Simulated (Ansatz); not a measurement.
Basis-set extrapolation for C2H4ClNSi (`C=C=N[SiH2]Cl`) (PBE0-D4/def2-TZVP geometry, frozen core, the Gaussian-basis code of Ansatz). Multiplicity 1, RHF reference.

```tsv
	def2-TZVPP	def2-QZVPP
HF	-881.060110	-881.087868
MP2 correlation	-0.809717	-0.872536
CCSD(T) correlation	-0.890759	not run
```

Energies in hartree. Use E(X) = E(∞) + A·exp(−7.88·√X) for Hartree–Fock and E(X) = E(∞) + B·X^(−2.97) for correlation, with X = 3 and 4, and add CCSD(T) minus MP2 of the smaller set to the MP2 limit.

Question: What is the CCSD(T) energy at the basis-set limit?

Answer: HF limit: -881.087868 + (-0.027758) × 0.13774 = -881.09169. MP2 limit: -0.872536 + (-0.062819) × 0.74074 = -0.91907. Higher-order term: -0.890759 − (-0.809717) = -0.08104. Total: -882.09180 hartree, 88.4 kcal/mol below CCSD(T)/def2-TZVPP.
